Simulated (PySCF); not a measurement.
## Frontier levels across methods

Compound: C6H6FN.
Structure used (PBE0-D3(BJ)/def2-SVP), in Å, numbered top down from 1:
```
atom  x, y, z in Å
N1     2.4299   -0.0533    0.1095
C2     1.0551    0.0874    0.0379
C3     0.4453    1.3406    0.2174
C4    -0.9393    1.4765    0.1950
C5    -1.7344    0.3563   -0.0075
F6    -3.0656    0.4848   -0.0334
C7    -1.1614   -0.8957   -0.1865
C8     0.2235   -1.0272   -0.1635
H9     2.9714    0.7813   -0.0726
H10    2.8155   -0.8739   -0.3385
H11    1.0689    2.2235    0.3808
H12   -1.4121    2.4507    0.3329
H13   -1.8069   -1.7618   -0.3447
H14    0.6716   -2.0148   -0.3010
```

Basis pcSseg-1 throughout (PySCF), one geometry. Isolated species at its PBE0-D3(BJ)/def2-SVP geometry, gas phase.

Question: How do the orbital energies, the gap and the dipole change with the method?

Answer: 
```
   method                    kind  HOMO (eV)  LUMO (eV)  gap (eV)  μ (D)  SCF cycles
     BLYP                     GGA      -4.66      -1.04      3.62   3.07          14
     OPBE                     GGA      -4.81      -1.10      3.71   3.03          15
      PBE                     GGA      -4.83      -1.20      3.62   3.07          14
      KT3                     GGA      -4.87      -1.14      3.72   3.01          15
      KT2                     GGA      -4.88      -1.20      3.68   3.05          15
     BP86                     GGA      -4.94      -1.31      3.63   3.09          14
      LDA                     LDA      -5.02      -1.45      3.57   3.19          14
     PBE0           global hybrid      -5.91      -0.37      5.54   3.11          14
BHandHLYP           global hybrid      -6.81       0.63      7.44   3.15          13
  wB97X-D  range-separated hybrid      -7.67       1.34      9.01   3.09          12
```

The HOMO spans 3.01 eV, from BLYP down to wB97X-D, and the gap runs from 3.57 eV (LDA) to 9.01 eV (wB97X-D). Over the methods BLYP (0 %), OPBE (0 %), PBE (0 %), KT3 (0 %), KT2 (0 %), BP86 (0 %), LDA (0 %), PBE0 (25 %), BHandHLYP (50 %), a straight line through the gap against the share of exact exchange rises by 0.76 eV for each 10 % (correlation coefficient 0.999). The dipole ranges from 3.01 D (KT3) to 3.19 D (LDA). This basis has no diffuse functions.

The vertical ΔSCF ionisation energy at wB97X-D/def2-SVPD is 7.92 eV; −ε(HOMO) comes closest to it with wB97X-D (7.67 eV).
